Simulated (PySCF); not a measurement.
## How methods differ on the ionisation energy of Ni(27+)

Ni(27+) 1s1 [1s1/2^1, M_J = 1/2] → Ni(28+) (bare nucleus), as a difference of total energies. All numbers are calculated (PySCF 2.14, the two-component X2C-1e Hamiltonian, in an uncontracted even-tempered set (15 s from 36 bohr⁻², ratio 2.4; 9 p from 47 bohr⁻², ratio 2.4; 3 d from 140 bohr⁻², ratio 2.6; 3 f from 210 bohr⁻², ratio 2.6)). "Screened" scales the spin-orbit matrix elements by Boettger's factors to mimic the two-electron term; Breit and QED terms are absent.

```csv
method,ionisation energy (eV),difference from reference (eV)
GHF (screened spin-orbit),10780.5,+5.1
GHF (bare spin-orbit),10780.5,+5.1
```

Reference: 10775.4 eV (theoretical estimate listed by NIST; NIST Atomic Spectra Database, ionization energies).
